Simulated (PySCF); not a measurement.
**Simulated absorption spectrum**

CH8GeN2.
Cartesian coordinates in Å at the PBE0-D3(BJ)/def2-SVP level; atoms count from 1:
```xyz
12
CH8GeN2 angstrom
N     -1.222   -0.559    0.976
C     -1.144    0.492   -0.022
Ge     0.544    0.223   -0.984
N      1.722   -0.362    0.317
H     -2.081   -0.494    1.519
H     -0.447   -0.459    1.631
H     -1.187    1.531    0.367
H     -1.970    0.388   -0.744
H      0.361   -0.793   -2.137
H      1.130    1.535   -1.546
H      1.638   -1.359    0.505
H      2.697   -0.170    0.105
```

The calculation used TDDFT PBE0/def2-SVPD, vertical, gas phase, core orbitals frozen in the response (PySCF). The PBE0/def2-SVPD calculation is non-relativistic and has no spin–orbit coupling, an omission that weighs most on germanium.

Broadening: Gaussians 0.5 eV wide at half height, area fixed by f = 4.319×10⁻⁹ ∫ε dν̃. The cross-section is σ = 3.8235×10⁻²¹ ε cm², given in Mb (10⁻¹⁸ cm²). The width is an assumption, not a result. The curve ends short of the highest state used, and states not computed would add to its high-energy end.

(E (eV), σ (Mb)): (5.12, 0.00), (5.18, 0.00), (5.24, 0.01), (5.30, 0.02), (5.36, 0.03), (5.42, 0.06), (5.48, 0.11), (5.54, 0.17), (5.60, 0.26), (5.66, 0.38), (5.72, 0.52), (5.78, 0.70), (5.84, 0.94), (5.90, 1.28), (5.96, 1.79), (6.02, 2.52), (6.08, 3.52), (6.15, 4.99), (6.21, 6.44), (6.27, 7.90), (6.33, 9.25), (6.39, 10.36), (6.45, 11.21), (6.51, 11.83), (6.57, 12.29), (6.63, 12.66), (6.69, 12.95), (6.75, 13.13), (6.81, 13.16), (6.87, 13.11), (6.93, 13.09), (6.99, 13.30), (7.05, 13.87), (7.11, 14.82), (7.17, 15.98), (7.23, 17.08)

Problem. Where are the band maxima, and which computed states make them?

Solution. 182 nm (6.80 eV), ε about 3400, made up of S3 (16%) and S4 (72%) (hardly more than a shoulder) (ε in L mol⁻¹ cm⁻¹; maxima over ε = 5, shares over 10%). At its high-energy end, 7.23 eV, the curve is still rising (ε about 4500, from S5 and S6). The states used: S1 5.87 eV (f 0.0027); S2 6.33 eV (f 0.025); S3 6.51 eV (f 0.024); S4 6.83 eV (f 0.047); S5 7.25 eV (f 0.030); S6 7.31 eV (f 0.038); S7 7.47 eV (f 0.0075); S8 7.63 eV (f 0.026); S9 7.77 eV (f 0.029); S10 7.83 eV (f 0.012).

Problem. What would ε be at 6.80 eV, the highest of these maxima, with half the width (0.25 eV)?

Solution. About 4950 L mol⁻¹ cm⁻¹ against 3440, a factor of about 1.4; a lone state at its own centre would give exactly 2.

Problem. On this curve, what absorbance would a 10⁻³ mol/L sample give at 222 nm over a 1 cm path?

Solution. 222 nm is 5.585 eV, where ε is about 63 L mol⁻¹ cm⁻¹, so A = ε c l ≈ 0.063 (Beer–Lambert, with the gas-phase spectrum and the assumed width).

Problem. Coming from long wavelengths, where does ε first pass 100 L mol⁻¹ cm⁻¹?

Solution. At about 219 nm (5.66 eV), 0.21 eV below S1.

The vertical ionisation energy (ΔSCF) is 8.78 eV, 0.95 eV above S10.

One conformer stands for the species.
